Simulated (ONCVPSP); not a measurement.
Potentials for Ti (Z = 22) compared

Generated with ld1.x 7.5 (TM, RRKJ, ultrasoft, PAW), atompaw 4.2 or ONCVPSP 4.0.1. The cutoff is in Ry: for ld1.x and atompaw files where the sum of valence levels is converged to 10 mRy in a Bessel basis, for ONCV files where the hardest occupied wave has 1 mHa per electron of residual kinetic energy. The error is the largest all-electron minus pseudo excitation energy over each file’s own four to seven test configurations (ionisations up to +4, promotions, holes and added fractions of an electron), all of which were solved. The labels leave out finer settings (local radius, basis sizes, second energies), which also bear on the numbers. Spin-polarised tests are not counted. The rows are a selection from randomly drawn settings: files with unsolved tests, undetermined cutoffs or missed reference levels are left out.

A true bound ghost makes a file unfit for plane-wave use even where its test errors are small: the radial tests pick states by their node count and pass the ghost by.

| potential | cutoff (Ry) | largest error (meV) | bound ghosts |
| --- | --- | --- | --- |
| ONCV, LDA (Perdew-Wang 92), scalar-relativistic, rc 1.40/1.20/1.45 (spd), local smoothed, core correction no, reference 3s2 3p6 3d2 4s2, qcut 8.2/5.6/10.7, projectors 2/2/2 | 83 | +15 | none |
| ONCV, PBE, scalar-relativistic, rc 3.20/1.00/2.65 (spd), local smoothed, core correction yes, reference 3p6 3d2.5 4s1.5, qcut 2.5/8.6/5.6, projectors 2/1/2 | 64 | +539 | s |
| ONCV, PBEsol, scalar-relativistic, rc 1.40/1.20/2.05 (spd), local smoothed, core correction yes, reference 3s2 3p6 3d2 4s1.5, qcut 9.4/8.1/8.9, projectors 3/2/2 | 59 | +36 | none |
| ONCV, LDA (Perdew-Wang 92), scalar-relativistic, rc 1.70/2.10/1.50 (spd), local smoothed, core correction yes, reference 3s2 3p6 3d2 4s1 4p1, qcut 5.7/5.1/12.7, projectors 2/2/1 | 95 | -4.9 | none |
| ONCV, PBEsol, scalar-relativistic, rc 2.70/2.75/2.05/2.90 (spdf), local smoothed, core correction yes, reference 3d2 4s1.5, qcut 2.2/3.5/7/3.4, projectors 3/1/2/2 | 40 | +86 | none |

Q: Fill in the row for Ti: ONCV, PBE, scalar-relativistic, rc 1.65/1.40/1.25/1.35 (spdf), local smoothed, core correction yes, reference 3s2 3p6 3d2 4s2, qcut 5.5/9.6/7.8/8.8, projectors 2/2/2/1.

A: cutoff 196 Ry, largest error +13 meV, bound ghosts: none.

Q: Fill in the row for Ti: ONCV, PBE, non-relativistic, rc 3.15/2.45/2.50 (spd), local smoothed, core correction no, reference 3d2 4s2, qcut 2/3.3/6.8, projectors 2/2/2.

A: cutoff 33 Ry, largest error +441 meV, bound ghosts: none.
